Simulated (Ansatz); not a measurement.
C5H15BN3, doublet, at a GFN2-xTB geometry of the parent state (the spin is typed, not shown lowest); MP2/3-21G in Ansatz (an electronic-structure program).

Here is a job for Ansatz.
Ansatz 0.2 input:
```yaml
crystal:
  periodic: [false, false, false]
  atoms:
    - {symbol: C, position_ang: [0.82234992, -1.85907293, -1.83249116]}
    - {symbol: N, position_ang: [-0.21496222, -1.14750505, -1.18903450]}
    - {symbol: B, position_ang: [-0.13302068, -0.22164444, -0.21059546]}
    - {symbol: N, position_ang: [-1.36468441, 0.51178339, 0.19941677]}
    - {symbol: C, position_ang: [-1.56335269, 0.98483549, 1.53170800]}
    - {symbol: C, position_ang: [-2.58995172, 0.23291338, -0.48128805]}
    - {symbol: N, position_ang: [1.07970432, 0.28556758, 0.58545128]}
    - {symbol: C, position_ang: [2.18278150, -0.58241049, 0.84729881]}
    - {symbol: C, position_ang: [1.49673169, 1.63431705, 0.36712916]}
    - {symbol: H, position_ang: [1.03584478, -2.83906792, -1.34910707]}
    - {symbol: H, position_ang: [0.52474368, -2.09989070, -2.87564024]}
    - {symbol: H, position_ang: [1.80908313, -1.34171669, -1.91275670]}
    - {symbol: H, position_ang: [-2.20838032, 0.30787278, 2.13306412]}
    - {symbol: H, position_ang: [-2.05584836, 1.97711490, 1.54161557]}
    - {symbol: H, position_ang: [-0.59950197, 1.06571669, 2.02799652]}
    - {symbol: H, position_ang: [-3.16287702, 1.15890243, -0.67827315]}
    - {symbol: H, position_ang: [-3.25505786, -0.44315568, 0.09234644]}
    - {symbol: H, position_ang: [-2.33124032, -0.25296230, -1.41833047]}
    - {symbol: H, position_ang: [2.98561914, -0.53444333, 0.08091698]}
    - {symbol: H, position_ang: [2.66063814, -0.32741726, 1.81588458]}
    - {symbol: H, position_ang: [1.82782067, -1.60938767, 0.89936632]}
    - {symbol: H, position_ang: [0.62523077, 2.24518958, 0.14187961]}
    - {symbol: H, position_ang: [1.99984568, 2.04879542, 1.26374127]}
    - {symbol: H, position_ang: [2.21742703, 1.74025541, -0.47470176]}
basis:
  gaussian:
    orbitals: 3-21G.json
magnetization: {spin_polarized: true, initial_magnetization: 1}
correlation: {method: mp2}
```
The basis file holds 3-21G in the JSON format of the Basis Set Exchange.

Output, abridged:

```
Functional definition: HF
1458 factors; integrals over basis functions are off by at most 9.9e-4 eV
mean field evaluation 1: about -10440.2207 eV, gradient 3.0e1 eV
mean field evaluation 2: about -10441.2021 eV, gradient 3.0e1 eV
mean field evaluation 4: about -10446.3455 eV, gradient 5.3e0 eV
mean field evaluation 8: about -10447.0086 eV, gradient 2.9e0 eV
mean field evaluation 16: about -10448.1357 eV, gradient 1.6e-1 eV
mean field evaluation 32: about -10448.1472 eV, gradient 6.8e-2 eV
mean field evaluation 64: about -10440.2219 eV, gradient 3.0e1 eV
mean field evaluation 96: about -10446.7868 eV, gradient 1.2e0 eV
mean field evaluation 128: about -10446.8606 eV, gradient 1.7e0 eV
mean field evaluation 160: about -10446.3178 eV, gradient 4.7e0 eV
mean field -10448.14981213 eV, -383.9624235855 hartree, gradient 2.4e-6 eV, S^2 0.766949; 5 other end points of the search recorded, 0 dependent functions left out
9 core orbitals not correlated
reference -10448.14981213 eV, -383.9624235855 hartree; 27, 26 occupied and 75, 76 virtual orbitals, 1458 factors
second order -21.87951311 eV of doubles, -0.00000000 eV of singles
Total energy: -10470.02932524 eV, -384.7664808619 hartree
```
